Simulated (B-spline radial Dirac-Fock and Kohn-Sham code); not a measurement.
ΔSCF core binding energies without Breit or QED terms, calculated with a radial B-spline solver.

A sound run for atomic niobium, configuration [Kr] 4d4 5s1: The ground state converged in 11 iterations, with total energy -3818.14921 Ha, virial ratio 1.96581 and highest orbital energy -5.59 eV. ΔSCF binding energies: K (1s) 19040.9 eV, L3 (2p3/2) 2380.0 eV, M5 (3d5/2) 209.5 eV.

A second run, with one unsound setting: The ground state converged in 9 iterations, with total energy -3815.80746 Ha, virial ratio 1.96313 and highest orbital energy 30.74 eV. ΔSCF binding energies: K (1s) 19021.2 eV, L3 (2p3/2) 2360.5 eV, M5 (3d5/2) 191.0 eV.

```
iter   energy (Ha)        error
   1    -3815.43568126  1.48e+00
   2    -3815.75505227  1.02e-01
   3    -3815.80418709  2.70e-02
   4    -3815.80720464  9.12e-03
   5    -3815.80741146  2.92e-03
   6    -3815.80745400  3.83e-04
   7    -3815.80745535  2.95e-05
   8    -3815.80745537  1.63e-06
   9    -3815.80745537  1.23e-07
```

Question: Which fault fits the second run best?
A. speed of light below Z
B. too few iterations
C. box too small
D. unbound anion

Answer: C. The input had rmax = 3.0: rmax squeezes the outer orbitals.
